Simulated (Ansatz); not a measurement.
Geometry optimisation, RKS B3LYP/def2-SVP (Ansatz 0.2.0).

input.yaml

```yaml
crystal:
  periodic: [false, false, false]
  atoms:
    - { symbol: Ga, position_ang: [0.0, 0.0, 0.0] }
    - { symbol: H, position_ang: [0.0, 0.0, 1.92] }
    - { symbol: O, position_ang: [1.5501, 0.0, -0.895] }
    - { symbol: H, position_ang: [1.85, -0.9519, -1.0499] }
    - { symbol: O, position_ang: [-1.5501, 0.0, -0.895] }
    - { symbol: H, position_ang: [-2.0598, -0.8467, -0.6865] }
    - { symbol: S, position_ang: [0.1152, 2.4362, 0.8104] }
    - { symbol: H, position_ang: [0.6677, 2.4753, 2.0961] }
    - { symbol: H, position_ang: [0.0464, 0.9814, 1.9671] }
basis:
  gaussian: { orbitals: def2-SVP }
hamiltonian:
  xc: b3lyp
relax:
  f_tol: 0.15
  max_steps: 25
  restrain:
    - { distance: [0, 6], at: 2.27, k: 30.0 }
    - { distance: [8, 1], at: 0.66, k: 30.0 }
    - { distance: [0, 1], at: 2.77, k: 30.0 }
    - { distance: [8, 6], at: 2.6, k: 30.0 }
```

Command:

```bash
$ ansatz run input.yaml --threads 2 --pin off --max-ram 3072MiB --backend cpu --events-out ev --progress --plain --runs-dir out
```

Task: Where does it end, and by what steps?

Result: The forces met the threshold. The restraints hold the end off the free minimum; the threshold counts their pulls, which the force column leaves out. Restrained pairs: Ga1–S7 (2.57 → 2.25 Å), H2–H9 (0.98 → 0.72 Å), Ga1–H2 (1.92 → 2.77 Å), S7–H9 (1.86 → 2.61 Å). After 13 steps the energy has fallen by 2.693 eV (the restraints' own energy left out); H8 moved furthest, 1.19 Å.

```
step  energy less start (eV)  largest force component (eV/Å)  accepted
   0                  0.0000                           2.479       yes
   1                 -0.6510                           3.848       yes
   2                 -1.2641                           3.475       yes
   3                 -1.8633                           3.469       yes
   4                 -2.1068                           2.101       yes
   5                 -2.2460                           1.442        no
   6                 -2.2899                           1.478       yes
   7                 -2.3888                           1.259       yes
   8                 -2.4762                           1.430       yes
   9                 -2.5638                           1.567       yes
  10                 -2.6305                           1.662       yes
  11                 -2.6759                           1.727       yes
  12                 -2.6831                           1.737       yes
  13                 -2.6930                           1.837       yes
```

```xyz
9
Properties=species:S:1:pos:R:3
Ga -0.071 0.651 -0.170
H -0.095 -0.273 2.444
O 1.527 -0.099 -0.469
H 1.515 -0.909 -0.995
O -1.625 -0.043 -0.720
H -1.575 -0.921 -1.119
S -0.127 2.625 0.909
H 1.219 2.626 1.054
H -0.147 0.437 2.333
```

Run time: 40 s on 2 threads of Arm Neoverse V1 (shared host), peak memory 0.23 GiB.
